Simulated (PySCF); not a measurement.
Can point charges reproduce the dipole moment of `C[SiH2][Si@@H](SC)C(F)(F)F`?

Coordinates (GFN2-xTB, Å) and charges (e) from the PBE0/pcSseg-1 density (PySCF):

```csv
atom,x,y,z,Mulliken,IAO,Hirshfeld,ESP-fitted
C1,3.221,-0.132,-0.262,-0.6227,-0.7050,-0.2073,-0.4518
Si2,1.772,0.322,-1.398,+0.3564,+0.4956,+0.2689,+0.4430
Si3,-0.123,0.519,-0.068,+0.3715,+0.4766,+0.2178,+0.0533
S4,-1.712,1.544,-1.081,-0.2910,-0.1677,-0.0986,-0.2364
C5,-3.211,0.890,-0.269,-0.3924,-0.4938,-0.1155,-0.3698
C6,-0.769,-1.300,0.283,+0.5356,+0.5555,+0.1654,+0.3283
F7,0.247,-2.110,0.658,-0.2813,-0.2915,-0.1037,-0.1502
F8,-1.676,-1.369,1.279,-0.2758,-0.2852,-0.0949,-0.1538
F9,-1.338,-1.895,-0.785,-0.2733,-0.2853,-0.1003,-0.1498
H10,4.129,-0.297,-0.835,+0.1515,+0.1632,+0.0485,+0.1251
H11,3.428,0.656,0.456,+0.1463,+0.1589,+0.0453,+0.1181
H12,3.016,-1.042,0.296,+0.1542,+0.1643,+0.0434,+0.1142
H13,2.040,1.600,-2.067,-0.0385,-0.0988,-0.0709,-0.0859
H14,1.600,-0.716,-2.424,-0.0270,-0.0878,-0.0632,-0.0977
H15,-0.117,1.006,1.320,-0.0047,-0.0993,-0.0735,+0.0138
H16,-4.034,1.508,-0.612,+0.1621,+0.1736,+0.0556,+0.2022
H17,-3.112,0.961,0.809,+0.1623,+0.1608,+0.0443,+0.1484
H18,-3.369,-0.139,-0.576,+0.1668,+0.1661,+0.0389,+0.1489
```

Problem. Form Σ q r in debye for every column and set it beside the full dipole.

Solution. The full density gives (1.15, 1.01, 0.41) D, 1.59 D in size; dipole vectors point from the negative to the positive end.

| scheme | μx | μy | μz | size (D) | share of the full size (%) | angle to the full dipole (°) |
| --- | --- | --- | --- | --- | --- | --- |
| Mulliken | 2.09 | 2.91 | -0.24 | 3.59 | 226 | 23 |
| IAO | 1.94 | 3.40 | -0.97 | 4.04 | 254 | 34 |
| Hirshfeld | 1.05 | 1.18 | -0.42 | 1.63 | 103 | 31 |
| ESP-fitted | 1.14 | 1.03 | 0.44 | 1.60 | 101 | 2 |

Problem. Which set comes closest?

Solution. Length of the difference vector: ESP-fitted 0.05 D, Hirshfeld 0.85 D, Mulliken 2.21 D, IAO 2.87 D. Closest: ESP-fitted. ESP charges are fitted to the potential around the molecule, whose slowest-falling term is the dipole's. The schemes that divide the density aren't constrained to reproduce the dipole.

Problem. What is left for the Hirshfeld atoms' own dipoles?

Solution. The Hirshfeld atoms' densities add up to the full density, so μ = Σ q r + Σ (atomic dipoles). The atomic dipoles sum to (1.15, 1.01, 0.41) − (1.05, 1.18, -0.42) = (0.10, -0.17, 0.83) D, 0.85 D in size.

Problem. With the origin at the mean of the coordinates, (0.000, 0.000, -0.293) Å, which are the largest single terms, by size, of the Mulliken dipole along the direction of the full one?

Solution. C1 -6.78, C5 +3.32, C6 -3.19, F9 +3.03, F8 +2.24 D; all 18 atoms together +3.31 D. The single terms depend on the origin, their sum doesn't.

Problem. Give the size of the full dipole in other units.

Solution. 1.59 D = 0.625 au = 0.331 e·Å = 5.30 × 10⁻³⁰ C·m.

Isolated species at its GFN2-xTB geometry (one conformer only).

The values belong to the conformer `[CH3:1][SiH2:2][Si@@H:3]([S:4][CH3:5])[C:6]([F:7])([F:8])[F:9]`: C1–Si2–Si3–S4 164°, Si2–Si3–S4–C5 154°, Si2–Si3–C6–F7 47°.
